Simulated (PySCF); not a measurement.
Si(Cl)(Me)2(SH) (C₂H₇ClSSi), SMILES C[Si](C)(S)Cl.

Coordinates come from a B3LYP-D3(BJ)/def2-SVP optimisation. The values are those of a single conformer.

Vertical ionisation energy (IE) and electron affinity (EA) in eV. Rows of orbital energies are one-electron estimates. Where ΔSCF, EOM or ADC give a negative EA the extra electron is unbound and the value depends on the basis.

```tsv
level	IE	EA
−ε(HOMO), −ε(LUMO), HF/def2-TZVP (PySCF)	[?]	[?]
−ε(HOMO), −ε(LUMO), PBE/def2-TZVP (PySCF)	6.17	0.62
```

Problem. Some entries are withheld; supply them. (Estimate from the structure and the level; the computed values follow.)

Solution. 
- −ε(HOMO), −ε(LUMO), HF/def2-TZVP (PySCF), IE: 10.29
- −ε(HOMO), −ε(LUMO), HF/def2-TZVP (PySCF), EA: -3.09
